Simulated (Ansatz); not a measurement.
Computed with Ansatz on PBE0-D4/def2-TZVP structures; ΔE is electronic, products minus reactants. CCSD(T)/CBS adds triple-zeta CCSD(T) − MP2 to the extrapolated MP2 energy (def2 sets, frozen cores). This one scheme is used for every species. One conformer a species, not always the lowest.

Consider the ligand exchange at a B–C bond: `CBOC` + HCl → `COBCl` + CH₄.

```
species  CCSD(T)/CBS(def2) energy (Eh)
 `CBOC`                     -180.32625
    HCl                     -460.38127
`COBCl`                     -600.27977
    CH₄                      -40.46206
```

Q: Work out ΔE.

A: ΔE = (-600.27977) + (-40.46206) − (-180.32625) − (-460.38127) = -0.03431 Eh = -0.93 eV.

Largest T1 diagnostic among the species: 0.012.

At CCSD(T), def2-SVP lies −0.09 eV from the extrapolated value and def2-TZVPP −0.00 eV. Leaving LDA and LC-ωPBE aside and taking each functional with its dispersion term where it has one, the values, not all of them listed here, spread over 0.04 eV, from r2SCAN-D4 to CAM-B3LYP-D4. LDA lies +0.05 eV from PBE without D4.
